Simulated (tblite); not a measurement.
Species: C7H4ClFO.
Atom-mapped SMILES: `[O:1]=[C:2]([Cl:3])[c:4]1[cH:5][cH:6][cH:7][c:8]([F:9])[cH:10]1` (hydrogens: H11 on C5; H12 on C6; H13 on C7; H14 on C10)

Structure optimised with GFN2-xTB, isolated species.

**Question.** What internal coordinates does the optimisation give?

**Answer.** 
```
   bond  length (pm)     order
  O1=C2        118.9    double
 C2–Cl3        176.9    single
  C2–C4        146.9    single
  C4–C5        139.8  aromatic
  C5–C6        138.2  aromatic
  C6–C7        138.5  aromatic
  C7–C8        138.5  aromatic
  C8–F9        134.4    single
 C8–C10        138.1  aromatic
 C4–C10        139.3  aromatic
 C5–H11        107.9    single
 C6–H12        107.9    single
 C7–H13        107.8    single
C10–H14        107.8    single
```

Orders are formal, as drawn. A selection of angles:
```
    angle  degrees
O1–C2–Cl3    118.9
 O1–C2–C4    126.6
Cl3–C2–C4    114.5
 C2–C4–C5    116.8
C2–C4–C10    123.3
C5–C4–C10    119.8
 C4–C5–C6    120.4
 C5–C6–C7    120.3
 C6–C7–C8    118.7
 C7–C8–F9    118.8
C7–C8–C10    122.3
F9–C8–C10    118.8
C4–C10–C8    118.5
```

Dihedral angles: O1–C2–C4–C5 0° (synperiplanar).

The 10 heavy atoms lie in one plane (0.001 Å rms). The 6-membered ring C4–C5–C6–C7–C8–C10 has internal angles of 118.5° to 122.3°; it is planar, 0.00 Å rms from its mean plane, widest ring torsion 0°. The C–C distances run from 1.381 Å (C8–C10, aromatic) to 1.469 Å (C2–C4, drawn single), a spread of 0.088 Å. Of the pairs four or more bonds apart, Cl3···H14 is among the closest relative to their van der Waals radii: 2.56 Å, 87 % of the sum of Bondi's values.

Point group: Cs (every atom within 0.08 Å of its image). Its GFN2-xTB frequencies are all real (lowest 24 cm⁻¹). One conformer, not necessarily the lowest. 3 starts were optimised and ended at 0.00, 0.00 and 0.13 kcal/mol (GFN2-xTB); the lowest of these is shown.

These are computed values.
